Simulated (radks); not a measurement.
The numbers below are computed, except where a source is named.
Ionisation of neutral nitrogen, [He] 2s2 2p3, to [He] 2s2 2p2 as the strength of local exchange is varied. Level of theory: scalar-relativistic Kohn-Sham, Slater X-alpha exchange (alpha = 2/3 is LDA exchange), no correlation, spin-polarised, spherical densities, finite nucleus; open shells are filled with parallel spins first; Fermi nuclear charge, rms radius 2.5582 fm (a radial shooting solver on a logarithmic mesh with Libxc functionals).

alpha = 0.667: E(N) (hartree) -53.74349; exchange (hartree) -5.84403; IE (eV) 14.006; -e of the level emptied (eV) 7.518 (2p); <r> of it (bohr) 1.446
alpha = 0.72: E(N) (hartree) -54.20965; exchange (hartree) -6.35673; IE (eV) 14.899; -e of the level emptied (eV) 8.292 (2p); <r> of it (bohr) 1.415
alpha = 0.823: E(N) (hartree) -55.12574; exchange (hartree) -7.37289; IE (eV) 16.709; -e of the level emptied (eV) 9.883 (2p); <r> of it (bohr) 1.362
alpha = 0.829: E(N) (hartree) -55.17952; exchange (hartree) -7.43289; IE (eV) 16.817; -e of the level emptied (eV) 9.979 (2p); <r> of it (bohr) 1.359
alpha = 0.905: E(N) (hartree) -55.86459; exchange (hartree) -8.20047; IE (eV) 18.217; -e of the level emptied (eV) 11.229 (2p); <r> of it (bohr) 1.323
alpha = 0.95: E(N) (hartree) -56.27363; exchange (hartree) -8.66160; IE (eV) 19.069; -e of the level emptied (eV) 11.998 (2p); <r> of it (bohr) 1.303
alpha = 0.957: E(N) (hartree) -56.33748; exchange (hartree) -8.73377; IE (eV) 19.203; -e of the level emptied (eV) 12.119 (2p); <r> of it (bohr) 1.300
alpha = 1.03: E(N) (hartree) -57.00704; exchange (hartree) -9.49356; IE (eV) 20.628; -e of the level emptied (eV) 13.414 (2p); <r> of it (bohr) 1.269

NIST Atomic Spectra Database: 14.534 eV (measured). The Delta-SCF value meets it near alpha = 0.70. Open shells are spherical and high-spin; term and fine-structure splittings are not resolved.
